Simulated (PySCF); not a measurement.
CH7NOSi2, SMILES C1N[SiH2]O[SiH2]1.

Coordinates come from a TPSSh-D3(BJ)/def2-SVP optimisation. This is a generated structure with no PubChem entry under its InChIKey; it may be hypothetical. Other conformers were not sampled.

Computed with PBE/def2-TZVP run with PySCF.

Isolated molecule, no solvent.

| Quantity | Result |
|---|---|
| total energy | -750.95850 hartree |
| highest occupied level | -5.50 eV |
| lowest empty level | -0.72 eV |
| orbital gap | 4.78 eV |
| dipole moment | 2.10 D |
| quadrupole, principal values (traceless, Buckingham form, about the centre of nuclear charge) | -3.32, 0.28, 3.05 D·Å |
| mean static polarisability | 70.7 bohr³ (10.48 Å³) |
| polarisability, principal values | 63.2, 67.8, 81.2 bohr³ |
